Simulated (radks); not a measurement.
Values are calculated unless marked as measured or tabulated.
Ce II, 57 electrons, occupied as [Kr] 4d10 4f(up 0.5, down 0.5) 5s2 5d(up 1, down 1) 5p(up 3, down 3) (fractional occupations, a model configuration).

Code: a radial shooting solver on a logarithmic mesh with Libxc functionals. Model: scalar-relativistic Kohn-Sham, PBEsol, spin-polarised, spherical densities, finite nucleus; Fermi nuclear charge, rms radius 4.8771 fm.

Energy parts (hartree):
total: -8856.4499
kinetic: 9385.3971
electron-nucleus: -21447.7557
Hartree: 3411.6855
exchange-correlation: -205.7768

Orbitals (lengths in bohr, moments of r in powers of bohr; r(max) is where P^2 peaks):
orbital	occ.	eigenvalue (hartree)	<r>	r(max)	<r^2>
1s	2	-1479.234	0.02458	0.01575	0.0008214
2s	2	-236.9803	0.1053	0.08910	0.01307
2p	6	-212.3014	0.09238	0.07169	0.01042
3s	2	-51.13211	0.2788	0.2548	0.08880
3p	6	-43.28195	0.2768	0.2493	0.08881
3d	10	-32.11802	0.2537	0.2052	0.07585
4s	2	-10.45066	0.6375	0.5931	0.4584
4p	6	-7.88711	0.6750	0.6192	0.5179
4d	10	-4.19653	0.7444	0.6523	0.6426
4f	1	-0.34010	1.113	0.7089	1.653
5s	2	-1.63390	1.522	1.372	2.604
5p	6	-0.99983	1.770	1.549	3.552
5d	2	-0.26425	2.831	2.184	9.498

The highest occupied level is 5d at -7.191 eV. The electron density at the nucleus is 3.971e+05 e/bohr^3 (large components only).
